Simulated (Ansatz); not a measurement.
CH5BOS can be A, `CB(O)S`, or B, `COBS`.

Isolated molecules relaxed with PBE0-D4/def2-TZVP in Ansatz; ΔE leaves out vibrations. CCSD(T)/CBS adds triple-zeta CCSD(T) − MP2 to the extrapolated MP2 energy (def2 sets, frozen cores). Functionals use def2-TZVPP. B3LYP here is the variant with VWN-RPA as its local correlation; programs differ in this. One conformer a species, not always the lowest.

A:

```xyz
9

C     0.450    0.536   -0.863
B    -0.078   -0.030    0.497
O     0.231    0.621    1.649
S    -1.097   -1.545    0.606
H     1.109   -0.186   -1.355
H    -0.372    0.729   -1.558
H     1.007    1.464   -0.719
H    -0.120    0.221    2.450
H    -1.131   -1.809   -0.708
```

B:

Z-matrix (Å, degrees):
```
C
O 1 1.412
H 1 1.094 2 111.4
H 1 1.092 2 108.9 3 120.7
H 1 1.092 2 108.9 3 -120.7
B 2 1.343 1 121.9 3 -0.2
S 6 1.807 2 117.2 1 -180.0
H 6 1.199 2 121.9 1 0.0
H 7 1.341 6 95.3 2 -180.0
```

Question: Which is lower in electronic energy at CCSD(T)/CBS, and by how much? (An estimate is asked.)

Answer: Computed: A, by 99.0 kJ/mol.

Question: Give E(B) − E(A) in kJ/mol with B3LYP-D4, CCSD(T)/def2-TZVPP, B2PLYP, CCSD(T)/def2-SVP, B3LYP, r2SCAN-D4, PBE-D4. (Best estimate.)

Answer: Ansatz gave: B3LYP-D4 91.9, CCSD(T)/def2-TZVPP 96.4, B2PLYP 93.3, CCSD(T)/def2-SVP 89.3, B3LYP 89.4, r2SCAN-D4 100.7, PBE-D4 97.2. None reverses the order clearly.

Question: Does the order hold for the free energy at 298.15 K (harmonic terms from PBE0-D4)? (Estimate.)

Answer: Computed: Yes: G(B) − G(A) = +100.4 kJ/mol, for one conformer each. Modes under 60 cm⁻¹, often nearly free rotors, make the harmonic entropy too high.

Largest T1 diagnostic: 0.013.

In def2-TZVPP, CCSD(T) changes the Hartree–Fock value by +11.3 kJ/mol (the triples alone add +0.6 kJ/mol) and MP2 by +17.1 kJ/mol. From BLYP to BHLYP (50 % exact exchange), in def2-TZVPP and without D4, E(B) − E(A) moves by +4.4 kJ/mol.
